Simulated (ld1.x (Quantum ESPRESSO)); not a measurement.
**Logarithmic derivatives: tantalum, TM semilocal**

- Element: Ta
- Generator: ld1.x (Quantum ESPRESSO) 7.5
- Type: norm-conserving Troullier–Martins (semilocal form)
- Functional: PW91
- Relativity: scalar-relativistic
- Frozen core: [Xe] 4f14
- Valence charge: 5
- Reference configuration: 5d3.5 6s1.5 6p0
- Partial waves: 6s (bound): rc 2.65 bohr; 5d (bound): rc 2.85 bohr; 6p (bound, empty): rc 3.10 bohr
- Local potential: the p channel
- Core correction: a·sin(br)/r model core inside 1.30 bohr

The phase is arctan(r·u′/u) with u = r·R(r), unwrapped; energies in Ry, scanned from -2 to 5 Ry. A pole is an energy at which the radial function vanishes at the test radius. The pseudo phase is shifted by a multiple of π to meet the all-electron one at the reference energy, and phase errors are pseudo minus all-electron; the curves can meet again beyond the range given. Levels narrower than the energy grid can be missing from the lists of poles.

```json
{"channel": "s", "radius (bohr)": "3.33", "reference energy (Ry)": "-0.38", "poles, all-electron": "0.67", "poles, pseudo": "0.63, 4.44", "unbroken range about the reference energy with phases within 0.05 rad": "below 1.7", "phase error 1 Ry above the reference energy (rad)": "-0.007"}
{"channel": "p", "radius (bohr)": "3.33", "reference energy (Ry)": "-0.10", "poles, all-electron": "1.74", "poles, pseudo": "1.49", "unbroken range about the reference energy with phases within 0.05 rad": "below 1.7", "phase error 1 Ry above the reference energy (rad)": "-0.028"}
{"channel": "d", "radius (bohr)": "3.33", "reference energy (Ry)": "-0.23", "poles, all-electron": "0.04, 3.72", "poles, pseudo": "0.04, 3.90", "unbroken range about the reference energy with phases within 0.05 rad": "below 1.1", "phase error 1 Ry above the reference energy (rad)": "+0.016"}
```

Phases in the d channel:

| E (Ry) | all-electron | pseudo |
| --- | --- | --- |
| -2.00 | 1.352 | 1.353 |
| -1.76 | 1.336 | 1.336 |
| -1.52 | 1.315 | 1.315 |
| -1.28 | 1.286 | 1.286 |
| -1.04 | 1.242 | 1.243 |
| -0.80 | 1.163 | 1.165 |
| -0.56 | 0.960 | 0.963 |
| -0.32 | -0.231 | -0.229 |
| -0.08 | -1.433 | -1.432 |
| 0.16 | -1.651 | -1.647 |
| 0.40 | -1.757 | -1.750 |
| 0.64 | -1.847 | -1.836 |
| 0.88 | -1.957 | -1.935 |
| 1.12 | -2.132 | -2.085 |
| 1.36 | -2.490 | -2.369 |
| 1.60 | -3.241 | -2.982 |
| 1.84 | -3.955 | -3.768 |
| 2.08 | -4.282 | -4.189 |
| 2.32 | -4.439 | -4.385 |
| 2.56 | -4.529 | -4.492 |
| 2.80 | -4.588 | -4.561 |
| 3.04 | -4.631 | -4.608 |
| 3.28 | -4.665 | -4.645 |
| 3.52 | -4.692 | -4.674 |
| 3.76 | -4.716 | -4.699 |
| 4.00 | -4.739 | -4.722 |
| 4.24 | -4.761 | -4.743 |
| 4.48 | -4.783 | -4.764 |
| 4.72 | -4.807 | -4.786 |
| 4.96 | -4.835 | -4.810 |
